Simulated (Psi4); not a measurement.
H₂OSSe (SMILES O[Se]S), singlet, at a GFN2-xTB geometry; R2SCAN/aug-cc-pVDZ (Psi4 1.11).

Psi4 was given this input:
```
memory 2 GB

molecule mol {
0 1
  Se    0.495935   -0.106239    0.364911
  O     0.014354   -1.739846   -0.246886
  H     0.468731   -1.950508   -1.068095
  S    -0.967298    1.154748   -0.602222
  H    -1.968582    1.005436    0.271757
}

set basis aug-cc-pvdz
set reference rks

energy('r2scan')
print_variables()
```

It wrote (shortened):

```
   => Loading Basis Set <=

    Name: AUG-CC-PVDZ
    Role: ORBITAL
    Keyword: BASIS

         ---------------------------------------------------------
                                   SCF
               by Justin Turney, Rob Parrish, Andy Simmonett
                          and Daniel G. A. Smith
                              RKS Reference
         ---------------------------------------------------------

  ==> Geometry <==

    Molecular point group: c1
    Full point group: C1

    Geometry (in Angstrom), charge = 0, multiplicity = 1:

       Center              X                  Y                   Z               Mass
    ------------   -----------------  -----------------  -----------------  -----------------
         SE           0.438776173939    -0.103531349224     0.325213718883    79.916521800000
         O           -0.042804826061    -1.737138349224    -0.286583281117    15.994914619570
         H            0.411572173939    -1.947800349224    -1.107792281117     1.007825032230
         S           -1.024456826061     1.157455650776    -0.641919281117    31.972071174400
         H           -2.025740826061     1.008143650776     0.232059718883     1.007825032230

  Running in c1 symmetry.

  Rotational constants: A =      0.40032  B =      0.12521  C =      0.09808 [cm^-1]
  Rotational constants: A =  12001.14703  B =   3753.78032  C =   2940.25393 [MHz]
  Nuclear repulsion =  263.715448380914438

  Charge       = 0
  Multiplicity = 1
  Electrons    = 60
  Nalpha       = 30
  Nbeta        = 30

  ==> Algorithm <==

  SCF Algorithm Type is DF.
  DIIS enabled.
  MOM disabled.
  Fractional occupation disabled.
  Guess Type is SAD.
  Energy threshold   = 1.00e-06
  Density threshold  = 1.00e-06
  Integral threshold = 1.00e-12

  ==> Primary Basis <==

  Basis Set: AUG-CC-PVDZ
    Blend: AUG-CC-PVDZ
    Number of shells: 44
    Number of basis functions: 104
    Number of Cartesian functions: 111
    Spherical Harmonics?: true
    Max angular momentum: 2

  ==> DFT Potential <==

   => LibXC <=

    Version 7.1.2
    S. Lehtola, C. Steigemann, M. J. T. Oliveira, and M. A. L. Marques,  SoftwareX 7, 1–5 (2018) (10.1016/j.softx.2017.11.002)

   => Composite Functional: R2SCAN <=

    r2SCAN Meta-GGA XC Functional  (0.1021/acs.jpclett.0c02405)
    J. W. Furness, A. D. Kaplan, J. Ning, J. P. Perdew, J. Sun  J. Phys. Chem. Lett.  11, 8208–8215, 2020

    Deriv               =              1
    GGA                 =           TRUE
    Meta                =           TRUE

    Exchange Hybrid     =          FALSE
    MP2 Hybrid          =          FALSE

   => Exchange Functionals <=

    1.0000   XC_MGGA_X_R2SCAN

   => Correlation Functionals <=

    1.0000   XC_MGGA_C_R2SCAN

   => LibXC Density Thresholds  <==

    XC_MGGA_C_R2SCAN:  1.00E-15
    XC_MGGA_X_R2SCAN:  1.00E-11

   => Molecular Quadrature <=

    Radial Scheme          =       TREUTLER
    Pruning Scheme         =           NONE
    Nuclear Scheme         =       TREUTLER

    Blocking Scheme        =         OCTREE
    BS radius alpha        =              1
    Pruning alpha          =              1
    Radial Points          =             75
    Spherical Points       =            302
    Total Points           =         110124
    Total Blocks           =            881
    Max Points             =            255
    Max Functions          =            104
    Weights Tolerance      =       1.00E-15

   => Loading Basis Set <=

    Name: (AUG-CC-PVDZ AUX)
    Role: JKFIT
    Keyword: DF_BASIS_SCF

  ==> Integral Setup <==

  SCF_SUBTYPE=INCORE selected. In-core MEM_DF algorithm will be used.
  Using in-core AOs.

  ==> MemDFJK: Density-Fitted J/K Matrices <==

    J tasked:                   Yes
    K tasked:                    No
    wK tasked:                   No
    Algorithm:                 Core
    Schwarz Cutoff:           1E-12
    Mask sparsity (%):       0.0000
    Fitting Condition:        1E-10

   => Auxiliary Basis Set <=

  Basis Set: (AUG-CC-PVDZ AUX)
    Blend: AUG-CC-PVDZ-JKFIT
    Number of shells: 144
    Number of basis functions: 472
    Number of Cartesian functions: 560
    Spherical Harmonics?: true
    Max angular momentum: 3

  Minimum eigenvalue in the overlap matrix is 9.4319028689E-04.
  Reciprocal condition number of the overlap matrix is 1.3940067470E-04.
    Using symmetric orthogonalization.

  ==> Pre-Iterations <==

  SCF Guess: Superposition of Atomic Densities via on-the-fly atomic UHF (no occupation information).

   -------------------------
    Irrep   Nso     Nmo
   -------------------------
     A        104     104
   -------------------------
    Total     104     104
   -------------------------

  ==> Iterations <==

                           Total Energy        Delta E     RMS |[F,P]|

   @DF-RKS iter SAD: -2873.51870215783129   -2.87352e+03   0.00000e+00
   @DF-RKS iter   1: -2875.69374230121093   -2.17504e+00   1.01398e-02 DIIS/ADIIS
   @DF-RKS iter   2: -2874.95446317840606    7.39279e-01   1.49758e-02 DIIS/ADIIS
   @DF-RKS iter   3: -2875.89925168757736   -9.44789e-01   5.88693e-03 DIIS/ADIIS
   @DF-RKS iter   4: -2876.07506810911809   -1.75816e-01   8.00228e-04 DIIS/ADIIS
   @DF-RKS iter   5: -2876.07728633930037   -2.21823e-03   4.41544e-04 DIIS/ADIIS
   @DF-RKS iter   6: -2876.07871614698888   -1.42981e-03   1.06752e-04 DIIS/ADIIS
   @DF-RKS iter   7: -2876.07875967956352   -4.35326e-05   5.38954e-05 DIIS
   @DF-RKS iter   8: -2876.07878164374961   -2.19642e-05   1.07256e-05 DIIS
   @DF-RKS iter   9: -2876.07878238108879   -7.37339e-07   2.21317e-06 DIIS
   @DF-RKS iter  10: -2876.07878241789012   -3.68013e-08   4.93178e-07 DIIS
  Energy and wave function converged.

  ==> Post-Iterations <==

   Electrons on quadrature grid:
      Ntotal   =   59.9999913158 ; deviation = -8.684e-06

    Orbital Energies [Eh]
    ---------------------

    Doubly Occupied:

[...]
    Virtual:

[...]
    Final Occupation by Irrep:
              A
    DOCC [    30 ]
    NA   [    30 ]
    NB   [    30 ]

  @DF-RKS Final Energy: -2876.07878241789012

   => Energetics <=

    Nuclear Repulsion Energy =            263.7154483809144381
    One-Electron Energy =               -4522.6398561077448903
    Two-Electron Energy =                1504.9110975696835339
    DFT Exchange-Correlation Energy =    -122.0654722607434621
    Empirical Dispersion Energy =           0.0000000000000000
    VV10 Nonlocal Energy =                  0.0000000000000000
    Total Energy =                      -2876.0787824178901246

Computation Completed

Properties will be evaluated at   0.000000,   0.000000,   0.000000 [a0]

Properties computed using the SCF density matrix

 Multipole Moments:

 ------------------------------------------------------------------------------------
     Multipole            Electronic (a.u.)      Nuclear  (a.u.)        Total (a.u.)
 ------------------------------------------------------------------------------------

 L = 1.  Multiply by 2.5417464519 to convert [e a0] to [Debye]
 Dipole X            :          6.5514192           -6.4808659            0.0705532
 Dipole Y            :         -0.2835192            0.3070069            0.0234877
 Dipole Z            :          4.3417644           -4.5010269           -0.1592626
 Magnitude           :                                                    0.1757669

 ------------------------------------------------------------------------------------

  Variable Map:
  ----------------------------------------------------------------------------
[...]
  Array Variable Map:
  ----------------------------------------------------------------------------
[...]
[...]
```
